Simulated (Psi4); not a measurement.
Input for Psi4: SAPT0/aug-cc-pVDZ on H6SeSi (a complex), monomers drawn apart or pushed together.

```
memory 1800 MB

molecule dimer {
0 1
Si    0.19509267   -0.00970973    0.03556828
H    -0.61411930   -1.17604210    0.45011041
H    -0.44401611    1.23783362    0.51022605
H     0.27286745    0.02523825   -1.44509722
H     1.56163333   -0.11595340    0.59032957
--
0 1
Se   -0.07326802    0.02115114    3.52541951
H     0.34610623    1.42313106    3.38312222
H    -1.46739765    0.37301684    3.21888086
units angstrom
symmetry c1
no_reorient
no_com
}

set {
  basis aug-cc-pVDZ
  scf_type df
  freeze_core true
}

energy('sapt0')
```

The log:

```
[...]
==> Input File <==

--------------------------------------------------------------------------
memory 1800 MB

molecule dimer {
0 1
Si    0.19509267   -0.00970973    0.03556828
H    -0.61411930   -1.17604210    0.45011041
H    -0.44401611    1.23783362    0.51022605
H     0.27286745    0.02523825   -1.44509722
H     1.56163333   -0.11595340    0.59032957
--
0 1
Se   -0.07326802    0.02115114    3.52541951
H     0.34610623    1.42313106    3.38312222
H    -1.46739765    0.37301684    3.21888086
units angstrom
symmetry c1
no_reorient
no_com
}

set {
  basis aug-cc-pVDZ
  scf_type df
  freeze_core true
}

energy('sapt0')
--------------------------------------------------------------------------


   => Loading Basis Set <=

    Name: AUG-CC-PVDZ
    Role: ORBITAL
    Keyword: BASIS
    atoms 1        entry SI         line   570 file aug-cc-pvdz.gbs
    atoms 2-5, 7-8 entry H          line    40 file aug-cc-pvdz.gbs
    atoms 6        entry SE         line  3217 file aug-cc-pvdz.gbs

   => Loading Basis Set <=

    Name: AUG-CC-PVDZ
    Role: ORBITAL
    Keyword: BASIS
    atoms 1        entry SI         line   570 file aug-cc-pvdz.gbs
    atoms 2-5, 7-8 entry H          line    40 file aug-cc-pvdz.gbs
    atoms 6        entry SE         line  3217 file aug-cc-pvdz.gbs


  //>>>>>>>>>>>>>>>>>>>>>>>>>>>>>>>>>>>//
  //              Dimer HF             //
  //<<<<<<<<<<<<<<<<<<<<<<<<<<<<<<<<<<<//

   => Libint2 <=

    Primary   basis highest AM E, G, H:  7, 6, 3
    Auxiliary basis highest AM E, G, H:  7, 7, 4
    Onebody   basis highest AM E, G, H:  -, -, -
    Solid Harmonics ordering:            Gaussian


   => Loading Basis Set <=

    Name: AUG-CC-PVDZ
    Role: ORBITAL
    Keyword: BASIS
    atoms 1        entry SI         line   570 file aug-cc-pvdz.gbs
    atoms 2-5, 7-8 entry H          line    40 file aug-cc-pvdz.gbs
    atoms 6        entry SE         line  3217 file aug-cc-pvdz.gbs


         ---------------------------------------------------------
                                   SCF
               by Justin Turney, Rob Parrish, Andy Simmonett
                          and Daniel G. A. Smith
                              RHF Reference
                        1 Threads,   1716 MiB Core
         ---------------------------------------------------------

  ==> Geometry <==

    Molecular point group: c1
    Full point group: C1

    Geometry (in Angstrom), charge = 0, multiplicity = 1:

       Center              X                  Y                   Z               Mass
    ------------   -----------------  -----------------  -----------------  -----------------
         SI           0.195092670000    -0.009709730000     0.035568280000    27.976926534650
         H           -0.614119300000    -1.176042100000     0.450110410000     1.007825032230
         H           -0.444016110000     1.237833620000     0.510226050000     1.007825032230
         H            0.272867450000     0.025238250000    -1.445097220000     1.007825032230
         H            1.561633330000    -0.115953400000     0.590329570000     1.007825032230
         SE          -0.073268020000     0.021151140000     3.525419510000    79.916521800000
         H            0.346106230000     1.423131060000     3.383122220000     1.007825032230
         H           -1.467397650000     0.373016840000     3.218880860000     1.007825032230

  Running in c1 symmetry.

  Rotational constants: A =      1.48439  B =      0.01646  C =      0.01644 [cm^-1]
  Rotational constants: A =  44500.85028  B =    493.57094  C =    492.94454 [MHz]
  Nuclear repulsion =  143.089983769439783

  Charge       = 0
  Multiplicity = 1
  Electrons    = 54
  Nalpha       = 27
  Nbeta        = 27

  ==> Algorithm <==

  SCF Algorithm Type is DF.
  DIIS enabled.
  MOM disabled.
  Fractional occupation disabled.
  Guess Type is SAD.
  Energy threshold   = 1.00e-08
  Density threshold  = 1.00e-08
  Integral threshold = 1.00e-12

  ==> Primary Basis <==

  Basis Set: AUG-CC-PVDZ
    Blend: AUG-CC-PVDZ
    Number of shells: 55
    Number of basis functions: 117
    Number of Cartesian functions: 122
    Spherical Harmonics?: true
    Max angular momentum: 2

   => Loading Basis Set <=

    Name: (AUG-CC-PVDZ AUX)
    Role: JKFIT
    Keyword: DF_BASIS_SCF
    atoms 1        entry SI         line   526 file aug-cc-pvdz-jkfit.gbs
    atoms 2-5, 7-8 entry H          line    70 file aug-cc-pvdz-jkfit.gbs
    atoms 6        entry SE         line  1269 file aug-cc-pvdz-jkfit.gbs

  ==> Integral Setup <==

  DFHelper Memory: AOs need 0.056 GiB; user supplied 1.257 GiB.
  SCF_SUBTYPE=INCORE selected. In-core MEM_DF algorithm will be used.
  Using in-core AOs.

  ==> MemDFJK: Density-Fitted J/K Matrices <==

    J tasked:                   Yes
    K tasked:                   Yes
    wK tasked:                   No
    OpenMP threads:               1
    Algorithm:                 Core
    Schwarz Cutoff:           1E-12
    Mask sparsity (%):       0.6282
    Fitting Con
[...]
  113A      4.661206   114A     14.480246
     115A     14.484024   116A     14.485188   117A    103.650884

    Final Occupation by Irrep:
              A
    DOCC [    18 ]
    NA   [    18 ]
    NB   [    18 ]

  @DF-RHF Final Energy: -2400.34753404597177

   => Energetics <=

    Nuclear Repulsion Energy =             24.7271704028454380
    One-Electron Energy =               -3392.8363076835498759
    Two-Electron Energy =                 967.7616032347327746
    Total Energy =                      -2400.3475340459717700

Computation Completed


Properties will be evaluated at   0.000000,   0.000000,   0.000000 [a0]

Properties computed using the SCF density matrix


 Multipole Moments:

 ------------------------------------------------------------------------------------
     Multipole            Electronic (a.u.)      Nuclear  (a.u.)        Total (a.u.)
 ------------------------------------------------------------------------------------

 L = 1.  Multiply by 2.5417464519 to convert [e a0] to [Debye]
 Dipole X            :          6.6716190           -6.8264544           -0.1548354
 Dipole Y            :         -4.4741644            4.7532029            0.2790385
 Dipole Z            :       -239.0602384          238.9866076           -0.0736308
 Magnitude           :                                                    0.3275027

 ------------------------------------------------------------------------------------

  Constructing Basis Sets for SAPT...

   => Loading Basis Set <=

    Name: (AUG-CC-PVDZ AUX)
    Role: RIFIT
    Keyword: DF_BASIS_SAPT
    atoms 1        entry SI         line   400 file aug-cc-pvdz-ri.gbs
    atoms 2-5, 7-8 entry H          line    30 file aug-cc-pvdz-ri.gbs
    atoms 6        entry SE         line   900 file aug-cc-pvdz-ri.gbs

   => Loading Basis Set <=

    Name: (AUG-CC-PVDZ AUX)
    Role: JKFIT
    Keyword: DF_BASIS_ELST
    atoms 1        entry SI         line   526 file aug-cc-pvdz-jkfit.gbs
    atoms 2-5, 7-8 entry H          line    70 file aug-cc-pvdz-jkfit.gbs
    atoms 6        entry SE         line  1269 file aug-cc-pvdz-jkfit.gbs


  //>>>>>>>>>>>>>>>>>>>>>>>>>>>>>>>>>>>//
  //               SAPT0               //
  //<<<<<<<<<<<<<<<<<<<<<<<<<<<<<<<<<<<//



        SAPT0
    Ed Hohenstein
     6 June 2009

      Orbital Information
  --------------------------
    NSO        =       117
    NMO        =       117
    NRI        =       360
    NRI (Elst) =       514
    NOCC A     =         9
    NOCC B     =        18
    FOCC A     =         5
    FOCC B     =         9
    NVIR A     =       108
    NVIR B     =        99

    Elst10,r            =    -0.007463112393 [Eh]
    Exch10              =     0.014755200217 [Eh]
    Exch10 (S^2)        =     0.014549295116 [Eh]

    Maxiter = 50
    CPHF R converge = 1.000000E-08

    Iter     Energy [mEh]          dE [mEh]         Residual      Time [s]
       1      -2.18169541       2.181695405     4.971123e-03             0
       2      -2.52824537       0.346549963     6.155683e-04             0
       3      -2.52001794      -0.008227433     1.224305e-04             0
       4      -2.51928424      -0.000733697     2.619086e-05             0
       5      -2.51972425       0.000440011     4.973869e-06             0
       6      -2.51965862      -0.000065634     9.020783e-07             0
       7      -2.51966485       0.000006233     1.257223e-07             0
       8      -2.51966490       0.000000047     1.474982e-08             0
       9      -2.51966476      -0.000000135     2.162359e-09             1

    CHF Iterations converged

    Maxiter = 50
    CPHF R converge = 1.000000E-08

    Iter     Energy [mEh]          dE [mEh]         Residual      Time [s]
       1      -5.83247557       5.832475572     1.126933e-02             0
       2      -7.60594063       1.773465061     2.239319e-03             0
       3      -7.59756982      -0.008370816     7.946125e-04             0
       4      -7.57763577      -0.019934044     1.584675e-04             0
       5      -7.58003873       0.002402952     3.576819e-05             0
       6      -7.58063878       0.000600052     8.762977e-06             0
       7      -7.58041507      -0.000223709     2.322958e-06             0
       8      -7.58045762       0.000042555     4.123283e-07             0
       9      -7.58045276      -0.000004865     8.031701e-08             0
      10      -7.58045321       0.000000455     1.492220e-08             0
      11      -7.58045329       0.000000074     3.795149e-09             0

    CHF Iterations converged

    Ind20,r (A<-B)      =    -0.002519664761 [Eh]
    Ind20,r (B<-A)      =    -0.007580453287 [Eh]
    Ind20,r             =    -0.010100118047 [Eh]
    Exch-Ind20,r (A<-B) =     0.002257592766 [Eh]
    Exch-Ind20,r (B<-A) =     0.006829893885 [Eh]
    Exch-Ind20,r        =     0.009087486651 [Eh]
    Disp20              =    -0.006815752353 [Eh]
    Disp20 (SS)         =    -0.003407876177 [Eh]
    Disp20 (OS)         =    -0.003407876177 [Eh]
    Exch-Disp20         =     0.001151173202 [Eh]
    Exch-Disp20 (SS)    =     0.000743380877 [Eh]
    Exch-Disp20 (OS)    =     0.000407792325 [Eh]

    SAPT Results
  --------------------------------------------------------------------------------------------------------
    Electrostatics                 -7.46311239 [mEh]      -4.68317373 [kcal/mol]     -19.59439889 [kJ/mol]
      Elst10,r                     -7.46311239 [mEh]      -4.68317373 [kcal/mol]     -19.59439889 [kJ/mol]

    Exchange                       14.75520022 [mEh]       9.25902792 [kcal/mol]      38.73977283 [kJ/mol]
      Exch10                       14.75520022 [mEh]       9.25902792 [kcal/mol]      38.73977283 [kJ/mol]
      Exch10(S^2)                  14.54929512 [mEh]       9.12982052 [kcal/mol]      38.19916906 [kJ/mol]

    Induction                      -2.07413148 [mEh]      -1.30153715 [kcal/mol]      -5.44563145 [kJ/mol]
      Ind20,r                     -10.10011805 [mEh]      -6.33791976 [kcal/mol]     -26.51785628 [kJ/mol]
      Exch-Ind20,r                  9.08748665 [mEh]       5.70248397 [kcal/mol]      23.85919291 [kJ/mol]
      delta HF,r (2)               -1.06150008 [mEh]      -0.66610136 [kcal/mol]      -2.78696808 [kJ/mol]

    Dispersion                     -5.66457915 [mEh]      -3.55457708 [kcal/mol]     -14.87235051 [kJ/mol]
      Disp20                       -6.81575235 [mEh]      -4.27694917 [kcal/mol]     -17.89475534 [kJ/mol]
      Exch-Disp20                   1.15117320 [mEh]       0.72237209 [kcal/mol]       3.02240482 [kJ/mol]
      Disp20 (SS)                  -3.40787618 [mEh]      -2.13847459 [kcal/mol]      -8.94737767 [kJ/mol]
      Disp20 (OS)                  -3.40787618 [mEh]      -2.13847459 [kcal/mol]      -8.94737767 [kJ/mol]
      Exch-Disp20 (SS)              0.74338088 [mEh]       0.46647854 [kcal/mol]       1.95174622 [kJ/mol]
      Exch-Disp20 (OS)              0.40779233 [mEh]       0.25589355 [kcal/mol]       1.07065860 [kJ/mol]

  Total HF                          5.21795634 [mEh]       3.27431704 [kcal/mol]      13.69974250 [kJ/mol]
  Total SAPT0                      -0.44662281 [mEh]      -0.28026004 [kcal/mol]      -1.17260802 [kJ/mol]

  Special recipe for scaled SAPT0 (see Manual):
    Electrostatics sSAPT0          -7.46311239 [mEh]      -4.68317373 [kcal/mol]     -19.59439889 [kJ/mol]
    Exchange sSAPT0                14.75520022 [mEh]       9.25902792 [kcal/mol]      38.73977283 [kJ/mol]
    Induction sSAPT0               -1.68282059 [mEh]      -1.05598586 [kcal/mol]      -4.41824485 [kJ/mol]
    Dispersion sSAPT0              -5.61500916 [mEh]      -3.52347144 [kcal/mol]     -14.74220453 [kJ/mol]
  Total sSAPT0                     -0.00574193 [mEh]      -0.00360311 [kcal/mol]      -0.01507543 [kJ/mol]
  --------------------------------------------------------------------------------------------------------



*** Psi4 exiting successfully. Buy a developer a beer!
```

The run finished.

Cost: roughly 8 core-seconds.
